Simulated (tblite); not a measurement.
Species: C₈H₁₁ (doublet state).
Z-matrix (Å and degrees, GFN2-xTB geometry), rows numbered from 1:
```
C 
C   1  1.5308
C   2  1.4980  1  111.52
C   3  1.3454  2  122.77  1  -112.96
C   4  1.4173  3  117.97  2   176.40
C   5  1.3082  4  126.48  3    17.00
C   6  1.5277  5  115.97  4     6.07
C   3  1.5094  2  118.24  1    66.27
H   1  1.0871  2  110.83  3   -62.03
H   1  1.0877  2  110.17  3   177.96
H   1  1.0876  2  110.18  3    58.09
H   2  1.0942  1  108.97  3   121.13
H   2  1.0920  1  109.16  3  -121.12
H   4  1.0799  3  121.77  2    -3.06
H   6  1.0771  5  125.36  4  -176.20
H   7  1.0902  6  109.92  5  -159.57
H   7  1.0954  6  109.23  5    81.61
H   8  1.0916  3  109.87  2    27.97
H   8  1.0973  3  108.43  2   -89.59
```

Method: GFN2-xTB as coded in tblite; computed harmonic values from a numerical Hessian at the method's own geometry, unscaled. Against measured fundamentals such values can be off by several per cent, at times by over 20. One conformer, not necessarily the lowest. Open shells enter through the occupations alone, without spin polarisation, and single modes of such species can be off by tens of per cent.

Harmonic wavenumbers (cm⁻¹): 59.2, 110.2, 183.5, 213.4, 228.5, 358.5, 389.3, 449.7, 488.6, 542.6, 687.5, 747.6, 775.6, 813.6, 830.1, 901.0, 951.3, 995.4, 1010.6, 1034.0, 1073.1, 1083.5, 1092.9, 1124.0, 1167.7, 1176.7, 1233.2, 1240.7, 1286.0, 1297.2, 1321.4, 1337.0, 1406.7, 1455.0, 1463.5, 1481.9, 1500.5, 1505.1, 1593.0, 1700.0, 2907.4, 2927.2, 2945.1, 2976.8, 2981.1, 2986.6, 3032.1, 3037.7, 3043.6, 3069.8, 3090.7.

A = 4478, B = 1439, C = 1205 MHz; mass 107.086 u (most abundant isotopes); point group C1, symmetry number 1; spin multiplicity 2.

**Question.** Zero-point energy?

**Answer.** ½Σν̃ = 35654 cm⁻¹ = 426.51 kJ/mol.

**Question.** What is S at 500 K and 1 bar for an ideal gas of classical rigid rotors and harmonic oscillators?

**Answer.** Translation 177.89, rotation 124.09, vibration 159.39, spin (R ln 2) 5.76: S = 467.1 J/(mol K).

**Question.** And Cp and H(500 K) − H(0)?

**Answer.** Cp = 218.76 J/(mol K), of which vibrations give 185.50 (their classical limit is 51 R = 424.0); H(500 K) − H(0) = 60.44 kJ/mol without the zero-point energy, 43.81 from vibrations.

**Question.** What must be added to the electronic energy to get the Gibbs energy at 500 K and 1 bar?

**Answer.** ZPE + [H(500 K) − H(0)] − T·S = 426.51 + 60.44 − 233.56 = 253.39 kJ/mol.

**Question.** Which modes carry the vibrational entropy at 500 K?

**Answer.** 59.2 cm⁻¹: 23.04; 110.2 cm⁻¹: 17.90; 183.5 cm⁻¹: 13.72; 213.4 cm⁻¹: 12.50; 228.5 cm⁻¹: 11.95; 358.5 cm⁻¹: 8.41 J/(mol K); the other 45 give 71.86 together.

Hindered rotation and anharmonicity are outside this model. Other conformers, if any are populated, would add a mixing term that is left out. The structure is chiral; the term R ln 2 for an equal mix with its mirror image is left out.
